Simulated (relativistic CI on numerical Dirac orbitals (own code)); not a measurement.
## Sensitivity of the levels of Tm²¹⁺ to α and to the nuclear radius

Method of calculation: Dirac-Coulomb-Breit CI, KLI orbitals optimised for each configuration, derivatives by finite differences, unscaled Slater integrals, QED left out (own radial code, finite nucleus).

Configurations in the expansion (outside the closed core [Kr]): 4d10 4f2, 4d10 4f 5s, 4d10 5s2, 4d10 4f 5p, 4d9 4f3, 4d10 5s 5p, 4d10 5p2, 4d10 4f 5d. Levels of other configurations are missing.

With x = (α/α₀)² − 1 an excitation energy changes as ω = ω₀ + qx; K = 2q/ω₀ is the relative enhancement. Terms are leading LS components, so labels can repeat. The field-shift factor is F = δν/δ⟨r²⟩ for the transition from the lowest level.

Lowest level 4d10 4f2 3H_4.

```csv
Level,ω₀ (cm⁻¹),q (cm⁻¹),K,F (GHz/fm²)
4d10 4f2 3H_5,14057,14210,2.02,0.523
4d10 4f2 3F_2,16340,2991,0.366,0.205
4d10 4f2 1G_4,25668,13410,1.04,0.583
4d10 4f2 3F_3,26313,14350,1.09,0.614
4d10 4f2 3H_6,27009,25290,1.87,0.947
4d10 4f2 3F_4,43004,29160,1.36,1.17
4d10 4f2 1D_2,57249,13280,0.464,0.813
4d10 4f2 3P_0,65026,6438,0.198,0.673
4d10 4f2 1I_6,68486,17030,0.497,1.02
4d10 4f2 3P_1,70545,14190,0.402,0.935
4d10 4f2 3P_2,79950,25970,0.65,1.36
4d10 4f2 1S_0,147160,20780,0.282,1.87
4d10 4f 5s 3F°_2,528366,-271800,-1.03,341
4d10 4f 5s 3F°_3,531001,-270700,-1.02,340
4d10 4f 5s 3F°_4,545026,-256300,-0.941,341
4d10 4f 5s 1F°_3,550835,-255500,-0.928,339
4d10 4f 5p 3G_3,814360,-237700,-0.584,30.1
4d10 4f 5p 3F_2,820061,-234800,-0.573,29.8
4d10 4f 5p 3D_3,833252,-220600,-0.529,30.5
4d10 4f 5p 3G_4,836104,-220600,-0.528,30.5
4d10 4f 5p 3F_3,941403,-81620,-0.173,15.3
4d10 4f 5p 3D_2,951782,-82740,-0.174,15.5
4d10 4f 5p 3G_4,952579,-76300,-0.16,15.5
```

At this charge transitions that keep the count of f electrons are usually good to a few per cent. Terms inside the open d or f shell come out 10 to 20 % too wide with unscaled integrals. Levels that differ in their count of f electrons can be misplaced by several ten thousand cm⁻¹, since the correlation energy of f electrons is missing or only estimated; rates across such gaps can be off by orders of magnitude.
